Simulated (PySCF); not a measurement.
# Mo³⁵⁺: ionisation energy

Mo³⁵⁺ [He] 2s2 2p3 [2p1/2^2 2p3/2^1, M_J = 3/2] → Mo³⁶⁺ [He] 2s2 2p2 [2p1/2^2, M_J = 0], as a difference of total energies. All numbers are calculated (PySCF 2.14, the two-component X2C-1e Hamiltonian, in an even-tempered Gaussian basis (17 s from 15 bohr⁻², ratio 2.4; 12 p from 19 bohr⁻², ratio 2.4; 5 d from 68 bohr⁻², ratio 2.6; 4 f from 100 bohr⁻², ratio 2.6)). Correlated levels: nothing frozen; the 32 highest virtual spinors dropped. "Screened" scales the spin-orbit matrix elements by Boettger's factors to mimic the two-electron term; Breit and QED terms are absent.

| method | ionisation energy (eV) |
| --- | --- |
| GHF (spin-free) | 4857.3 |
| GMP2 (spin-free) | 4857.1 |
| GHF (screened spin-orbit) | 4799.9 |
| GMP2 (screened spin-orbit) | 4799.2 |

For this ion Breit and QED terms and the two-electron picture change, all absent here, outweigh the correlation shift from GHF to GMP2.

The spin-free rows relax to the high-spin LS determinant and lack the spin-orbit shift.

The labels give the starting determinants; with spin-orbit coupling the two ends relaxed to ⟨J²⟩ = 3.75, ⟨L²⟩ = 2.07, ⟨S²⟩ = 1.76 and ⟨J²⟩ = 0.00, ⟨L²⟩ = 1.33, ⟨S²⟩ = 1.33.

For comparison: 4800 ± 30 eV (semi-empirical (NIST evaluation); NIST Atomic Spectra Database, ionization energies).
